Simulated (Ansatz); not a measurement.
Gas-phase electronic energies from Ansatz, PBE0-D4/def2-TZVP geometries. CCSD(T)/CBS is the MP2 limit (def2-TZVPP, def2-QZVPP) plus CCSD(T) − MP2 in def2-TZVPP, frozen cores. For Se outer-core shells are correlated without core-valence functions, which leaves a few kJ/mol of doubt a bond. Scalar relativity is left out up to krypton. One conformer a species, not always the lowest.

Consider the ligand exchange at the Si–O bond: `C[SiH2]OC(F)F` + `B[SeH]` → `B[Se][SiH2]C` + `OC(F)F`.

`C[SiH2]OC(F)F`:

Cartesian coordinates in Å:
```
C -0.362 -1.594 -0.759
Si 0.754 -0.115 -0.723
O 0.747 0.639 0.772
C -0.197 1.452 1.266
F -1.427 1.134 0.767
F -0.264 1.293 2.599
H -1.404 -1.299 -0.621
H -0.094 -2.301 0.029
H -0.272 -2.106 -1.721
H 0.363 0.882 -1.755
H 2.174 -0.496 -0.902
H -0.017 2.511 1.050
```

`B[SeH]`:

```xyz
5

B    -0.201    0.604   -0.038
Se    0.403   -0.936    0.893
H    -0.329    0.594   -1.221
H    -0.435    1.557    0.636
H     0.561   -1.820   -0.270
```

`B[Se][SiH2]C`:

```xyz
11

B    -0.581    2.003   -0.998
Se    0.931    1.775    0.142
Si    0.285   -0.218    1.095
C     0.309   -1.595   -0.159
H    -1.471    1.208   -1.004
H    -0.593    2.971   -1.693
H     1.253   -0.472    2.194
H    -1.071   -0.037    1.671
H    -0.380   -1.378   -0.978
H     1.311   -1.720   -0.576
H     0.006   -2.537    0.306
```

`OC(F)F`:

Cartesian coordinates in Å:
```
O 0.770 -0.723 -0.267
C 0.006 0.307 0.143
F -0.896 -0.086 1.075
F -0.721 0.822 -0.878
H 0.197 -1.407 -0.636
H 0.644 1.086 0.563
```

| species | MP2/def2-QZVPP energy (Eh) |
| --- | --- |
| `C[SiH2]OC(F)F` | -643.45015 |
| `B[SeH]` | -2427.03146 |
| `B[Se][SiH2]C` | -2756.55661 |
| `OC(F)F` | -313.91722 |

Task: Work out ΔE.

Result: ΔE = (-2756.55661) + (-313.91722) − (-643.45015) − (-2427.03146) = 0.00778 Eh = +0.21 eV. CCSD(T)/CBS gives +0.24 eV.

Largest T1 diagnostic among the species: 0.013.

In def2-TZVPP, CCSD(T) changes the Hartree–Fock value by −0.15 eV (the triples alone add −0.03 eV) and MP2 by −0.20 eV. The D4 term adds −0.04 eV with B3LYP and −0.02 eV with PBE0; it sums over pairs of atoms, weighted by their polarisabilities, and B3LYP, whose exchange is more repulsive, gets the larger term.

B3LYP here is the variant with VWN-RPA as its local correlation; programs differ in this.
